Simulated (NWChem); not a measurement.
Everything below was run with NWChem. System: OPb, charge 0, spin multiplicity 1, at a geometry optimised with B3LYP/def2-SVP with def2 effective core potentials on Pb. The structure started from a generated list of species. Level: PBE0/def2-TZVP with def2 effective core potentials on Pb.

Input file:

```
start mol
memory heap 200 mb stack 900 mb global 1100 mb
geometry units angstroms nocenter noautoz
  Pb     0.000000     0.000000     0.172787
  O      0.000000     0.000000    -1.771069
  symmetry group C2v
end
basis spherical
  * library def2-tzvp
end
ecp
  Pb library def2-ecp
end
dft
  xc pbe0
  semidirect memsize 60000000 filesize 0
  iterations 100
end
task dft energy
```

NWChem printed:

```
             Northwest Computational Chemistry Package (NWChem) 7.3.0
             --------------------------------------------------------

                                NWChem Input Module
                                -------------------

 Scaling coordinates for geometry "geometry" by  1.889725989
 (inverse scale =  0.529177249)

 Turning off AUTOSYM since
 SYMMETRY directive was detected!

                             Geometry "geometry" -> ""
                             -------------------------

 Output coordinates in angstroms (scale by  1.889725989 to convert to a.u.)

  No.       Tag          Charge          X              Y              Z
 ---- ---------------- ---------- -------------- -------------- --------------
    1 Pb                  82.0000     0.00000000     0.00000000     0.17278700
    2 O                    8.0000     0.00000000     0.00000000    -1.77106900

 Effective nuclear repulsion energy (a.u.)     178.5833288802

            Nuclear Dipole moment (a.u.)
            ----------------------------
        X                 Y               Z
 ---------------- ---------------- ----------------
     0.0000000000     0.0000000000    -0.0000340151

      Symmetry information
      --------------------

 Group name             C2v
 Group number             16
 Group order               4
 No. of unique centers     2

      Symmetry unique atoms

     1    2


 Summary of "ao basis" -> "" (spherical)
 ------------------------------------------------------------------------------
       Tag                 Description            Shells   Functions and Types
 ---------------- ------------------------------  ------  ---------------------
 *                         def2-tzvp                  on all atoms

                                 NWChem DFT Module
                                 -----------------

 Summary of "ao basis" -> "ao basis" (spherical)
 ------------------------------------------------------------------------------
       Tag                 Description            Shells   Functions and Types
 ---------------- ------------------------------  ------  ---------------------
 Pb                        def2-tzvp                16       50   6s5p3d2f
 O                         def2-tzvp                11       31   5s3p2d1f

 Summary of "ao basis" -> "ao basis" (spherical)
 ------------------------------------------------------------------------------
       Tag                 Description            Shells   Functions and Types
 ---------------- ------------------------------  ------  ---------------------
 Pb                        def2-tzvp                16       50   6s5p3d2f
 O                         def2-tzvp                11       31   5s3p2d1f

      Symmetry analysis of basis
      --------------------------

        a1         35
        a2          8
        b1         19
        b2         19

            General Information
            -------------------
          SCF calculation type: DFT
          Wavefunction type:  closed shell.
          No. of atoms     :     2
          No. of electrons :    30
           Alpha electrons :    15
            Beta electrons :    15
          Charge           :     0
          Spin multiplicity:     1
          Use of symmetry is: on ; symmetry adaption is: on
          Maximum number of iterations: 100
          AO basis - number of functions:    81
                     number of shells:    27
          Convergence on energy requested:  1.00D-06
          Convergence on density requested:  1.00D-05
          Convergence on gradient requested:  5.00D-04

              XC Information
              --------------
                         PBE0 Method XC Functional
                     Hartree-Fock (Exact) Exchange  0.250
          PerdewBurkeErnzerhof Exchange Functional  0.750
            Perdew 1991 LDA Correlation Functional  1.000 local
           PerdewBurkeErnz. Correlation Functional  1.000 non-local

             Grid Information
             ----------------
          Grid used for XC integration:  medium
          Radial quadrature: Mura-Knowles
          Angular quadrature: Lebedev.
          Tag              B.-S. Rad. Rad. Pts. Rad. Cut. Ang. Pts.
          ---              ---------- --------- --------- ---------
          Pb                  1.80      123           8.0       590
          O                   0.60       49           8.0       434
          Grid pruning is: on
          Number of quadrature shells:   172
          Spatial weights used:  Erf1

          Convergence Information
          -----------------------
          Convergence aids based upon iterative change in
          total energy or number of iterations.
          Levelshifting, if invoked, occurs when the
          HOMO/LUMO gap drops below (HL_TOL):  1.00D-02
          DIIS, if invoked, will attempt to extrapolate
          using up to (NFOCK): 10 stored Fock matrices.

                    Damping( 0%)  Levelshifting(0.5)       DIIS
                  --------------- ------------------- ---------------
          dE  on:    start            ASAP                start
          dE off:    2 iters        100 iters           100 iters

      Screening Tolerance Information
      -------------------------------
          Density screening/tol_rho:  1.00D-10
          AO Gaussian exp screening on grid/accAOfunc:  14
          CD Gaussian exp screening on grid/accCDfunc:  20
          XC Gaussian exp screening on grid/accXCfunc:  20
          Schwarz screening/accCoul:  1.00D-08

      Superposition of Atomic Density Guess
      -------------------------------------
[...]
      ------------------------------

 Total energy =    -266.358397
 1-e energy   =    -534.454979
 2-e energy   =     220.183982
 HOMO         =      -0.355467
 LUMO         =      -0.047106

      Symmetry analysis of molecular orbitals - initial
      -------------------------------------------------

 !! scf_movecs_sym_adapt:   54 vectors were symmetry contaminated

  Symmetry fudging

 !! scf_movecs_sym_adapt:   42 vectors were symmetry contaminated

  Numbering of irreducible representations:

     1 a1          2 a2          3 b1          4 b2

  Orbital symmetries:

     1 a1          2 a1          3 a1          4 b1          5 b2
     6 a1          7 b1          8 b2          9 a1         10 a2
    11 a1         12 a1         13 b1         14 b2         15 a1
    16 b2         17 b1         18 a1         19 b2         20 b1
    21 a1         22 a2         23 a1         24 a1         25 b1

------------------------------------------------------------
EAF file 0: "./mol.aoints.0" size=524288 bytes
------------------------------------------------------------
               write      read    awrite     aread      wait
               -----      ----    ------     -----      ----
     calls:        1         0         0         0         0
   data(b): 5.24e+05  0.00e+00  0.00e+00  0.00e+00
   time(s): 0.00e+00  0.00e+00  0.00e+00  0.00e+00  0.00e+00
rate(mb/s): 0.00e+00  0.00e+00
------------------------------------------------------------

 !! scf_movecs_sym_adapt:   38 vectors were symmetry contaminated

  Symmetry fudging

 !! scf_movecs_sym_adapt:   38 vectors were symmetry contaminated

   convergence    iter        energy       DeltaE   RMS-Dens  Diis-err    time
 ---------------- ----- ----------------- --------- --------- ---------  ------
 d= 0,ls=0.0,diis     1   -267.7459566883 -3.16D+02  4.98D-02  1.93D+00     1.0

 !! scf_movecs_sym_adapt:   38 vectors were symmetry contaminated

  Symmetry fudging

 !! scf_movecs_sym_adapt:   36 vectors were symmetry contaminated

 d= 0,ls=0.0,diis     2   -262.1153346368  5.63D+00  4.28D-02  2.51D+01     1.0

 !! scf_movecs_sym_adapt:   38 vectors were symmetry contaminated

  Symmetry fudging

 !! scf_movecs_sym_adapt:   38 vectors were symmetry contaminated

 d= 0,ls=0.0,diis     3   -268.0138893151 -5.90D+00  3.10D-03  1.01D-01     1.1

 !! scf_movecs_sym_adapt:   38 vectors were symmetry contaminated

  Symmetry fudging

 !! scf_movecs_sym_adapt:   38 vectors were symmetry contaminated

 d= 0,ls=0.0,diis     4   -268.0132273213  6.62D-04  1.41D-03  1.34D-01     1.1

 !! scf_movecs_sym_adapt:   38 vectors were symmetry contaminated

  Symmetry fudging

 !! scf_movecs_sym_adapt:   38 vectors were symmetry contaminated

 d= 0,ls=0.0,diis     5   -268.0248216315 -1.16D-02  3.67D-04  1.32D-02     1.2

 !! scf_movecs_sym_adapt:   38 vectors were symmetry contaminated

  Symmetry fudging

 !! scf_movecs_sym_adapt:   38 vectors were symmetry contaminated

  Resetting Diis
 d= 0,ls=0.0,diis     6   -268.0259007344 -1.08D-03  2.09D-04  3.16D-03     1.2

 !! scf_movecs_sym_adapt:   38 vectors were symmetry contaminated

  Symmetry fudging

 !! scf_movecs_sym_adapt:   36 vectors were symmetry contaminated

 d= 0,ls=0.0,diis     7   -268.0261851564 -2.84D-04  7.30D-04  7.30D-04     1.3

 !! scf_movecs_sym_adapt:   38 vectors were symmetry contaminated

  Symmetry fudging

 !! scf_movecs_sym_adapt:   38 vectors were symmetry contaminated

 d= 0,ls=0.0,diis     8   -268.0247006825  1.48D-03  5.69D-04  1.47D-02     1.3

 !! scf_movecs_sym_adapt:   38 vectors were symmetry contaminated

  Symmetry fudging

 !! scf_movecs_sym_adapt:   36 vectors were symmetry contaminated

 d= 0,ls=0.0,diis     9   -268.0262682150 -1.57D-03  2.51D-05  1.32D-05     1.3

 !! scf_movecs_sym_adapt:   38 vectors were symmetry contaminated

  Symmetry fudging

 !! scf_movecs_sym_adapt:   38 vectors were symmetry contaminated

 d= 0,ls=0.0,diis    10   -268.0262695677 -1.35D-06  5.24D-06  9.08D-07     1.4

 !! scf_movecs_sym_adapt:   38 vectors were symmetry contaminated

  Symmetry fudging

 !! scf_movecs_sym_adapt:   38 vectors were symmetry contaminated

 d= 0,ls=0.0,diis    11   -268.0262696716 -1.04D-07  9.11D-07  1.63D-08     1.4

         Total DFT energy =     -268.026269671614
      One electron energy =     -535.939761630435
           Coulomb energy =      244.505317393984
    Exchange-Corr. energy =      -24.504425866444
 Nuclear repulsion energy =       47.912600431280

 Numeric. integr. density =       30.000003903530

     Total iterative time =      1.0s

                  Occupations of the irreducible representations
                  ----------------------------------------------

                     irrep           alpha         beta
                     --------     --------     --------
                     a1                8.0          8.0
                     a2                1.0          1.0
                     b1                3.0          3.0
                     b2                3.0          3.0

                       DFT Final Molecular Orbital Analysis
                       ------------------------------------

 Vector   13  Occ=2.000000D+00  E=-2.678061D-01  Symmetry=a1
              MO Center=  7.8D-15, -1.3D-14, -8.7D-01, r^2= 2.8D+00
   Bfn.  Coefficient  Atom+Function         Bfn.  Coefficient  Atom+Function
  ----- ------------  ---------------      ----- ------------  ---------------
    58      0.386550  2 O  pz                 6     -0.344371  1 Pb s
    61      0.322803  2 O  pz                12      0.303352  1 Pb pz
    15     -0.250323  1 Pb pz                64      0.251514  2 O  pz
    18     -0.221871  1 Pb pz                 3      0.147602  1 Pb s
    24     -0.136802  1 Pb d  0               5     -0.109549  1 Pb s

 Vector   14  Occ=2.000000D+00  E=-2.674535D-01  Symmetry=b1
              MO Center= -4.0D-15,  9.7D-16, -1.4D+00, r^2= 1.5D+00
   Bfn.  Coefficient  Atom+Function         Bfn.  Coefficient  Atom+Function
  ----- ------------  ---------------      ----- ------------  ---------------
    56      0.414914  2 O  px                59      0.350225  2 O  px
    62      0.267669  2 O  px                16      0.195923  1 Pb px
    10     -0.186528  1 Pb px                13      0.148851  1 Pb px
    25     -0.104527  1 Pb d  1              19      0.077060  1 Pb px
     7      0.039023  1 Pb px                35      0.032553  1 Pb d  1

 Vector   15  Occ=2.000000D+00  E=-2.674535D-01  Symmetry=b2
              MO Center= -6.2D-16,  3.8D-15, -1.4D+00, r^2= 1.5D+00
   Bfn.  Coefficient  Atom+Function         Bfn.  Coefficient  Atom+Function
  ----- ------------  ---------------      ----- ------------  ---------------
    57      0.414914  2 O  py                60      0.350225  2 O  py
    63      0.267669  2 O  py                17      0.195923  1 Pb py
    11     -0.186528  1 Pb py                14      0.148851  1 Pb py
    23      0.104527  1 Pb d -1              20      0.077060  1 Pb py
     8      0.039023  1 Pb py                33     -0.032553  1 Pb d -1

 Vector   16  Occ=0.000000D+00  E=-8.272188D-02  Symmetry=b2
              MO Center= -1.7D-16, -3.2D-15,  7.2D-02, r^2= 4.0D+00
   Bfn.  Coefficient  Atom+Function         Bfn.  Coefficient  Atom+Function
  ----- ------------  ---------------      ----- ------------  ---------------
    17      0.491659  1 Pb py                20      0.367489  1 Pb py
    11     -0.361303  1 Pb py                14      0.283993  1 Pb py
    57     -0.215647  2 O  py                63     -0.203895  2 O  py
    60     -0.170372  2 O  py                33      0.093522  1 Pb d -1
    23     -0.077977  1 Pb d -1               8      0.075099  1 Pb py

 Vector   17  Occ=0.000000D+00  E=-8.272188D-02  Symmetry=b1
              MO Center=  3.2D-15, -4.3D-16,  7.2D-02, r^2= 4.0D+00
   Bfn.  Coefficient  Atom+Function         Bfn.  Coefficient  Atom+Function
  ----- ------------  ---------------      ----- ------------  ---------------
    16      0.491659  1 Pb px                19      0.367489  1 Pb px
    10     -0.361303  1 Pb px                13      0.283993  1 Pb px
    56     -0.215647  2 O  px                62     -0.203895  2 O  px
    59     -0.170372  2 O  px                35     -0.093522  1 Pb d  1
    25      0.077977  1 Pb d  1               7      0.075099  1 Pb px

 Vector   18  Occ=0.000000D+00  E= 8.017681D-03  Symmetry=a1
              MO Center= -3.1D-15, -2.5D-15,  4.4D-01, r^2= 7.0D+00
   Bfn.  Coefficient  Atom+Function         Bfn.  Coefficient  Atom+Function
  ----- ------------  ---------------      ----- ------------  ---------------
    21      0.954655  1 Pb pz                 5     -0.277818  1 Pb s
    34      0.234043  1 Pb d  0              24     -0.178964  1 Pb d  0
    58      0.168490  2 O  pz                15      0.160093  1 Pb pz
    12     -0.158095  1 Pb pz                61      0.158141  2 O  pz
     3      0.152321  1 Pb s                 55      0.123775  2 O  s

 center of mass
 --------------
 x =   0.00000000 y =   0.00000000 z =   0.06418768

 moments of inertia (a.u.)
 ------------------
         200.414595846226           0.000000000000           0.000000000000
           0.000000000000         200.414595846226           0.000000000000
           0.000000000000           0.000000000000           0.000000000000

     Multipole analysis of the density
     ---------------------------------

     L   x y z        total         alpha         beta         nuclear
     -   - - -        -----         -----         ----         -------
     0   0 0 0     -0.000000    -15.000000    -15.000000     30.000000

     1   1 0 0      0.000000      0.000000      0.000000      0.000000
     1   0 1 0      0.000000      0.000000      0.000000      0.000000
     1   0 0 1      1.923936     10.757588     10.757588    -19.591239

     2   2 0 0    -22.324777    -11.162388    -11.162388      0.000000
     2   1 1 0      0.000000      0.000000      0.000000      0.000000
     2   1 0 1      0.000000      0.000000      0.000000      0.000000
     2   0 2 0    -22.324777    -11.162388    -11.162388      0.000000
     2   0 1 1      0.000000      0.000000      0.000000      0.000000
     2   0 0 2    -31.328170    -61.642075    -61.642075     91.955980

 Task  times  cpu:        1.4s     wall:        1.4s

 Total times  cpu:        1.4s     wall:        1.4s
```
